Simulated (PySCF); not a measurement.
# `CN=[P@](C)(CN(C)C)C(F)(F)F`, C6H14F3N2P

Molfile (atoms numbered from 1):
```
C6H14F3N2P
     RDKit          3D

 26 25  0  0  0  0  0  0  0  0999 V2000
   -2.4828   -1.3777    1.6601 C   0  0  0  0  0  0  0  0  0  0  0  0
   -1.2470   -0.6559    1.4215 N   0  0  0  0  0  0  0  0  0  0  0  0
   -0.8621    0.1810    0.1733 P   0  0  2  0  0  5  0  0  0  0  0  0
   -1.0184   -0.3787   -1.5739 C   0  0  0  0  0  0  0  0  0  0  0  0
    0.8448    0.8075    0.3756 C   0  0  0  0  0  0  0  0  0  0  0  0
    1.7343   -0.0697   -0.3575 N   0  0  0  0  0  0  0  0  0  0  0  0
    3.0084    0.5633   -0.6369 C   0  0  0  0  0  0  0  0  0  0  0  0
    1.9112   -1.3285    0.3373 C   0  0  0  0  0  0  0  0  0  0  0  0
   -1.8455    1.8392   -0.0362 C   0  0  0  0  0  0  0  0  0  0  0  0
   -3.1414    1.5846   -0.2811 F   0  0  0  0  0  0  0  0  0  0  0  0
   -1.7885    2.5452    1.1013 F   0  0  0  0  0  0  0  0  0  0  0  0
   -1.4238    2.6547   -1.0183 F   0  0  0  0  0  0  0  0  0  0  0  0
   -3.3348   -0.7058    1.7821 H   0  0  0  0  0  0  0  0  0  0  0  0
   -2.7185   -2.0925    0.8680 H   0  0  0  0  0  0  0  0  0  0  0  0
   -2.3431   -1.9283    2.5905 H   0  0  0  0  0  0  0  0  0  0  0  0
   -0.6264    0.3727   -2.2549 H   0  0  0  0  0  0  0  0  0  0  0  0
   -0.4498   -1.3004   -1.6810 H   0  0  0  0  0  0  0  0  0  0  0  0
   -2.0697   -0.5671   -1.7943 H   0  0  0  0  0  0  0  0  0  0  0  0
    0.8947    1.8134   -0.0551 H   0  0  0  0  0  0  0  0  0  0  0  0
    1.0658    0.8650    1.4545 H   0  0  0  0  0  0  0  0  0  0  0  0
    3.6141   -0.1200   -1.2298 H   0  0  0  0  0  0  0  0  0  0  0  0
    3.5629    0.8218    0.2770 H   0  0  0  0  0  0  0  0  0  0  0  0
    2.8441    1.4703   -1.2170 H   0  0  0  0  0  0  0  0  0  0  0  0
    2.4568   -2.0177   -0.3058 H   0  0  0  0  0  0  0  0  0  0  0  0
    2.4633   -1.2096    1.2806 H   0  0  0  0  0  0  0  0  0  0  0  0
    0.9305   -1.7443    0.5636 H   0  0  0  0  0  0  0  0  0  0  0  0
  1  2  1  0
  2  3  2  0
  3  4  1  6
  3  5  1  0
  5  6  1  0
  6  7  1  0
  6  8  1  0
  3  9  1  0
  9 10  1  0
  9 11  1  0
  9 12  1  0
  1 13  1  0
  1 14  1  0
  1 15  1  0
  4 16  1  0
  4 17  1  0
  4 18  1  0
  5 19  1  0
  5 20  1  0
  7 21  1  0
  7 22  1  0
  7 23  1  0
  8 24  1  0
  8 25  1  0
  8 26  1  0
M  END
```

Computed, not measured: GIAO PBE0/pcSseg-1 magnetisability, rotational g tensor and spin-rotation constants, non-relativistic, gas phase in PySCF. Geometry: GFN2-xTB.

Task: Give the nuclear spin-rotation constants along the inertial axes (H = +C I·J) beside the isotropic shieldings.

Result: Rotational constants 1.0768, 0.5918, 0.4723 GHz. A star marks the isotopologue with that one atom substituted, in its own axes.
| atom | isotope | Caa (kHz) | Cbb (kHz) | Ccc (kHz) | mean (kHz) | σ (ppm) |
| --- | --- | --- | --- | --- | --- | --- |
| N2 | 14N | 0.029 | 0.057 | 0.020 | 0.035 | 202.5 |
| P3 | 31P | 1.829 | 0.784 | 0.782 | 1.132 | 327.6 |
| N6 | 14N | 0.040 | 0.021 | 0.023 | 0.028 | 233.4 |
| F10 | 19F | 1.085 | 0.830 | 0.574 | 0.830 | 260.1 |
| F11 | 19F | 1.442 | 0.746 | 0.471 | 0.886 | 261.9 |
| F12 | 19F | 1.650 | 0.517 | 0.580 | 0.916 | 259.6 |
| H13 | 1H | 0.030 | -0.053 | -0.046 | -0.023 | 28.7 |
| H14 | 1H | -0.114 | -0.050 | 0.014 | -0.050 | 28.8 |
| H15 | 1H | -0.103 | -0.006 | -0.022 | -0.044 | 28.4 |
| H16 | 1H | -0.130 | 0.003 | -0.043 | -0.056 | 30.2 |
| H17 | 1H | -0.038 | -0.053 | -0.038 | -0.043 | 30.3 |
| H18 | 1H | -0.038 | -0.062 | -0.027 | -0.043 | 29.9 |
| H19 | 1H | -0.102 | 0.023 | -0.059 | -0.046 | 28.9 |
| H20 | 1H | -0.113 | -0.065 | 0.016 | -0.054 | 29.1 |
| H21 | 1H | -0.016 | -0.061 | -0.028 | -0.035 | 29.2 |
| H22 | 1H | -0.105 | -0.066 | 0.011 | -0.053 | 29.7 |
| H23 | 1H | -0.081 | 0.003 | -0.053 | -0.043 | 29.4 |
| H24 | 1H | -0.021 | -0.064 | -0.025 | -0.037 | 29.5 |
| H25 | 1H | -0.098 | -0.065 | 0.006 | -0.052 | 30.0 |
| H26 | 1H | -0.021 | -0.019 | -0.050 | -0.030 | 28.2 |
| C1 | 13C* | 0.170 | 0.093 | 0.085 | 0.116 | 152.8 |
| C4 | 13C* | 0.144 | 0.077 | 0.062 | 0.094 | 175.3 |
| C5 | 13C* | 0.204 | 0.134 | 0.098 | 0.145 | 125.0 |
| C7 | 13C* | 0.196 | 0.099 | 0.104 | 0.133 | 136.5 |
| C9 | 13C* | 0.336 | 0.188 | 0.147 | 0.224 | 52.2 |

For the geometry as given, no vibrational averaging.
